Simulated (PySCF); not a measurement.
PySCF input file for Nb(O)2(OH) (HNbO₃), SMILES [O]=[Nb](=[O])[OH], multiplicity 1, PBE0-D3(BJ)/def2-SVP. Coordinates come from a PBE0-D3(BJ)/def2-SVP optimisation. The multiplicity is an assumed one; other spin states were not compared. The def2 effective core potentials stand for the cores of Nb; spin–orbit coupling is left out. One conformer was computed; it need not be the lowest.

```python
import numpy as np
from pyscf import gto, scf, dft, df
from pyscf.hessian import thermo

mol = gto.M(
    atom='''
    Nb   -0.14530257    0.04024398    0.14808708
    O    -0.71930271   -1.44490351   -0.47624646
    O    -0.55367464    1.27132780   -0.96815388
    O     1.70831093    0.03447524    0.61945930
    H     2.47473667   -0.53719944    0.52795820
    ''',
    basis='def2-SVP',
    ecp={'Nb': 'def2-svp'},
    charge=0,
    spin=0,
    max_memory=1600,
    verbose=3,
)
mf = dft.RKS(mol, xc='pbe0').density_fit(auxbasis='def2-universal-jkfit')
mf.disp = 'd3bj'
mf.grids.level = 3
mf.conv_tol = 1e-11
mf.max_cycle = 100
mf.kernel()

# [left out here: the lines that compute and print the analytic Hessian (its translational invariance restored by hand, since the grid's response is missing), thermochemistry and intensities]
```

Program output:

```
converged SCF energy = -282.940817939327

WARN: DFTD3 does not support analytical Hessian, using finite difference


WARN: Mole.unit (angstrom) is changed to Bohr

Mode                                 0                   1                   2
Irrep
Freq [cm^-1]                      158.0066            196.5060            241.7484
Reduced mass [au]                   6.7806              1.4882              4.1223
Force const [Dyne/A]                0.0997              0.0339              0.1419
Char temp [K]                     227.3363            282.7284            347.8222
Normal mode                   x     y     z       x     y     z       x     y     z
       0  Nb                 0.03 -0.02 -0.04    0.00  0.02 -0.02    0.01  0.03 -0.00
       1   O                -0.13  0.01  0.05    0.07 -0.03  0.04    0.05  0.02  0.01
       2   O                -0.08  0.03  0.06   -0.08  0.03  0.02   -0.12 -0.03 -0.03
       3   O                 0.01  0.04  0.09    0.02 -0.05  0.01   -0.02 -0.15  0.07
       4   H                 0.09  0.13  0.28   -0.37 -0.63  0.33    0.24  0.26 -0.26
Mode                                 3                   4                   5
Irrep
Freq [cm^-1]                      344.8046            497.7744            731.2464
Reduced mass [au]                   7.6807              1.2795              6.8975
Force const [Dyne/A]                0.5380              0.1868              2.1730
Char temp [K]                     496.0971            716.1865           1052.1007
Normal mode                   x     y     z       x     y     z       x     y     z
       0  Nb                 0.01  0.00  0.03    0.00  0.01  0.01   -0.04  0.00 -0.01
       1   O                -0.06  0.10 -0.11    0.02  0.01 -0.02    0.01 -0.02  0.00
       2   O                -0.07 -0.12 -0.06   -0.00 -0.01 -0.01    0.01  0.02 -0.00
       3   O                 0.06  0.03  0.02   -0.04 -0.05 -0.09    0.21 -0.02  0.04
       4   H                -0.12 -0.22  0.11    0.28  0.26  0.79    0.28  0.06  0.12
Mode                                 6                   7                   8
Irrep
Freq [cm^-1]                      988.3517           1028.7192           3960.1251
Reduced mass [au]                  19.0390             17.6285              1.0681
Force const [Dyne/A]               10.9576             10.9916              9.8690
Char temp [K]                    1422.0180           1480.0979           5697.7383
Normal mode                   x     y     z       x     y     z       x     y     z
       0  Nb                 0.00  0.04 -0.01    0.02  0.01  0.03    0.00  0.00 -0.00
       1   O                -0.05 -0.14 -0.06   -0.06 -0.14 -0.07    0.00  0.00  0.00
       2   O                 0.03 -0.12  0.11   -0.04  0.11 -0.11    0.00 -0.00  0.00
       3   O                 0.00 -0.01  0.00    0.01  0.00  0.00   -0.05  0.04  0.01
       4   H                 0.00  0.00 -0.01    0.01 -0.01  0.00    0.78 -0.57 -0.09
temperature 298.1500 [K]
pressure 101325.00 [Pa]
Rotational constants [GHz] 7.15487 5.41779 3.47467
Symmetry number 1
Zero-point energy (ZPE) 0.01856 [Eh]   48731.571 [J/mol]
                           tot       elec      trans        rot        vib
Entropy [J/mol/K]       313.291      0.000    170.546    105.779     36.966
Cv [J/mol/K]             66.211      0.000     12.472     12.472     41.267
Cp [J/mol/K]             74.525      0.000     20.786     12.472     41.267
Internal energy [J/mol]                      3718.434   3718.434  55187.575
Internal energy [Eh]   -282.91697  -282.94082
Enthalpy [J/mol]                             6197.391   3718.434  55187.575
Enthalpy [Eh]          -282.91602
Gibbs free energy [J/mol]                  -44650.772 -27819.682  44166.168
Gibbs free energy [Eh] -282.95160
mode   freq/cm-1   IR/(km/mol)
   1      158.01        52.019
   2      196.51        58.782
   3      241.75        79.093
   4      344.80        22.963
   5      497.77       189.753
   6      731.25       112.973
   7      988.35       292.809
   8     1028.72        99.050
   9     3960.13       236.941
max |gradient| / (hartree/bohr): 9.492516500063321e-05
APT charges: [ 2.3029 -0.8429 -0.8549 -0.9754  0.3703]
```

Self-consistency was reached.
